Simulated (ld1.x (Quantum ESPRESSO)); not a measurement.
## Scattering properties, TM semilocal potential for gallium (Ga)

```json
{
 "Element": "gallium (Ga)",
 "Generator": "ld1.x (Quantum ESPRESSO) 7.5",
 "Type": "norm-conserving Troullier–Martins (semilocal form)",
 "Functional": "PBEsol",
 "Relativity": "scalar-relativistic",
 "Frozen core": "[Ar] 3d10",
 "Valence charge": "3",
 "Reference configuration": "4s1.75 4p1.25",
 "Partial waves": "4s (bound): rc 1.38 bohr; 4p (bound): rc 1.85 bohr",
 "Local potential": "the p channel",
 "Core correction": "none"
}
```

The phase is arctan(r·u′/u) with u = r·R(r), unwrapped; energies in Ry, scanned from -3 to 5 Ry. A pole is an energy at which the radial function vanishes at the test radius. The pseudo phase is shifted by a multiple of π to meet the all-electron one at the reference energy, and phase errors are pseudo minus all-electron; the curves can meet again beyond the range given. Levels narrower than the energy grid can be missing from the lists of poles.

Q: For each channel, where are the poles, and over which energies does the pseudopotential scatter like the atom?

A:

```csv
channel,radius (bohr),reference energy (Ry),"poles, all-electron","poles, pseudo",unbroken range about the reference energy with phases within 0.05 rad,phase error 1 Ry above the reference energy (rad)
s,2.01,-0.68,2.67,2.23,below 2.7,-0.009
p,2.01,-0.20,4.17,3.74,below 4.9,-0.014
```

Phases in the s channel:

| E (Ry) | all-electron | pseudo |
| --- | --- | --- |
| -3.00 | 1.166 | 1.162 |
| -2.52 | 1.095 | 1.090 |
| -2.04 | 0.982 | 0.977 |
| -1.56 | 0.781 | 0.776 |
| -1.08 | 0.378 | 0.376 |
| -0.60 | -0.312 | -0.312 |
| -0.12 | -0.888 | -0.893 |
| 0.36 | -1.182 | -1.191 |
| 0.84 | -1.336 | -1.350 |
| 1.32 | -1.429 | -1.449 |
| 1.80 | -1.493 | -1.519 |
| 2.28 | -1.540 | -1.577 |
| 2.76 | -1.577 | -1.631 |
| 3.24 | -1.610 | -1.691 |
| 3.72 | -1.639 | -1.777 |
| 4.20 | -1.667 | -1.949 |
| 4.68 | -1.696 | -2.625 |
